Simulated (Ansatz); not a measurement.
`CC[SiH2]P` and `CC[SiH2]PO` differ in one atom or group.

Ansatz, PBE0-D4/def2-TZVP geometries, multiplicity 1. Each molecule was computed in one conformer, which needn't be the lowest.

```tsv
property	`CC[SiH2]P`
size of the dipole moment (ωB97M-V/def2-TZVPP) / D	1.01
HOMO–LUMO gap (PBE0/def2-TZVPP) / eV	7.74
size of the dipole moment (PBE/def2-TZVPP) / D	1.03
HOMO–LUMO gap (ωB97M-V/def2-TZVPP) / eV	11.54
LUMO energy (B3LYP/def2-TZVPP) / eV	0.13
LUMO energy (PBE/def2-TZVPP) / eV	-0.50
```

Task: What does the change do to each property? (An estimate is asked.)

Result: Computed: 
```
                                          property  `CC[SiH2]PO`  shift
size of the dipole moment (ωB97M-V/def2-TZVPP) / D          0.72  -0.29
              HOMO–LUMO gap (PBE0/def2-TZVPP) / eV          6.26  -1.48
    size of the dipole moment (PBE/def2-TZVPP) / D          0.90  -0.13
           HOMO–LUMO gap (ωB97M-V/def2-TZVPP) / eV         10.17  -1.37
               LUMO energy (B3LYP/def2-TZVPP) / eV         -0.79  -0.92
                 LUMO energy (PBE/def2-TZVPP) / eV         -1.47  -0.97
```

With PBE0 the HOMO rises by 0.57 eV and the LUMO falls by 0.92 eV, so the gap narrows by about 1.49 eV. PBE moves the HOMO by 0.61 eV and ωB97M-V by 0.56 eV. Dipoles are sizes alone; their direction can turn.

B3LYP here is the variant with VWN-RPA as its local correlation; programs differ in this.
